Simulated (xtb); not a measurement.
ZrF₄, SMILES [F][Zr]([F])([F])[F], multiplicity 1. All values are semi-empirical tight-binding results from xtb (GFN2-xTB unless named), good for trends rather than for accurate numbers. Geometry: GFN2-xTB. The spin state was assumed, not searched. The isomer is the one that the SMILES or the coordinates give; other isomers of the formula were not compared.

For metal compounds this method's bond lengths and energies can be far off.

**Question.** Estimate the properties. (An estimate is asked for; the answer gives what the named calculation found.)

**Answer.** 
| Item | Result |
|---|---|
| point group as xtb finds it | Td |
| orbital gap | 6.15 eV |
| zero-point energy | 4.3 kcal/mol |
| G − E(el) at 298.15 K (modified RRHO) | -14.2 kcal/mol |
